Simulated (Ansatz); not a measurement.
Species: C4H10N, charge 0, multiplicity 2. It need not be the lowest isomer of its formula. SMILES: C[CH]NCC
Coordinates optimised at B3LYP-D3(BJ)/def2-TZVP (Ansatz, a first-principles code):
```xyz
15

C      2.3332    -0.6336     0.0675
C      1.0161    -0.0137     0.3728
N      0.0539    -0.0067    -0.6277
C     -1.2019     0.7046    -0.4235
C     -2.1100     0.0068     0.5819
H      2.2672    -1.7214    -0.0950
H      2.7773    -0.2076    -0.8398
H      3.0362    -0.4674     0.8843
H      0.6344    -0.0489     1.3844
H      0.4381     0.1179    -1.5534
H     -1.0190     1.7387    -0.0979
H     -1.7064     0.7543    -1.3901
H     -1.6580    -0.0269     1.5738
H     -2.3134    -1.0176     0.2665
H     -3.0577     0.5417     0.6682
```
Charge 0, spin multiplicity 2.

Quantity: atomisation energy (electronic, to ground-state atoms), in kcal/mol. Correlated levels leave the core frozen unless marked. Open shells are spin-unrestricted. No spin-orbit coupling. No relativistic terms. The coupled-cluster limit lacks core correlation, which all-electron functionals hold. CBS(X,Y): correlation extrapolated as X^-3; Hartree-Fock from the larger set.

```json
[
 {"level": "PBE/def2-TZVPD", "program": "Ansatz", "atomisation energy (kcal/mol)": "1389.3"},
 {"level": "HSE06/def2-TZVPD", "program": "Ansatz", "atomisation energy (kcal/mol)": "[?]"},
 {"level": "CAM-B3LYP-D4/def2-TZVPD", "program": "Ansatz + dftd4", "atomisation energy (kcal/mol)": "1374.5"},
 {"level": "B2PLYP/def2-TZVPD", "program": "Ansatz", "atomisation energy (kcal/mol)": "1347.9"},
 {"level": "SCS-MP2/STO-3G", "program": "Ansatz", "atomisation energy (kcal/mol)": "1362.7"},
 {"level": "SCS-MP2/cc-pVDZ", "program": "Ansatz", "atomisation energy (kcal/mol)": "1266.2"},
 {"level": "SCS-MP2/cc-pVQZ", "program": "Ansatz", "atomisation energy (kcal/mol)": "1360.8"},
 {"level": "CCSD(T)/CBS(cc-pVTZ,cc-pVQZ)", "program": "Ansatz", "atomisation energy (kcal/mol)": "1360.4"}
]
```

Problem. Complete the blanks.

Solution. 
- HSE06/def2-TZVPD, atomisation energy (kcal/mol): 1371.5
